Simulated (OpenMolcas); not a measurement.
Ir3+ among 6 point charges of -1 e arranged as a tetragonal octahedron (D4h). The axial distance is 1.15 times the equatorial one, R.

```yaml
Program: OpenMolcas 26.06
Method: "SS-CASPT2, IPEA 0.25 Eh, imaginary shift 0.1 Eh (closed shells correlated: 5s 5p)"
Basis: ANO-RCC-VDZP [7s6p4d2f]
Scalar_Hamiltonian: DKH2, point nucleus
Active_space: 6 electrons in 5 orbitals (5d)
State_averaging: 2S+1 = 5 even, 5 roots; 2S+1 = 3 even, 45 roots; 2S+1 = 1 even, 50 roots
Spin-orbit_coupling: RASSI with atomic mean-field integrals over the reference wave functions
```

All point charges move together. At R = 2.2 Å the first state of the same spin is 1630 cm-1, and at R = 2.34 Å it is 1420 cm-1.

Task: A third run gives 1800 cm-1. What distance was it run at?

Result: With a power law R^-n the two known points give n = -ln(1420 / 1630) / ln(2.34 / 2.2) = 2.24. Then R = 2.2 × (1630 / 1800)^(1/2.24) = 2.105 Å. The run was at 2.1 Å, so the estimate is off by +0.005 Å.

An orbital doublet at a regular site is open to a Jahn-Teller distortion, which this geometry leaves out. Point charges give a weaker field than real ligands, and real ions of this kind are as a rule low spin; the high spin found here belongs to the model. Free-ion shares, where given, are those of the reference states; single-state CASPT2 does not remix them. Spin-orbit coupling mixes the spin-free states strongly: the lowest level takes only 65 % from its leading state, 5E (figures for R = 2.1; the like holds for R = 2.2, R = 2.34). This shell can be high or low spin here, a state of another spin lies low, and with metal d orbitals alone active their balance is uncertain, so the ground spin may be wrong (holds for R = 2.1; R = 2.2). The ground term spreads over less than 5000 cm-1, several times less than with real ligands, so orbital moments are less quenched and χT lies further from the spin-only value than at real sites (holds for R = 2.34). This is an electrostatic model: the charges have no orbitals. No measured value stands beside these numbers.
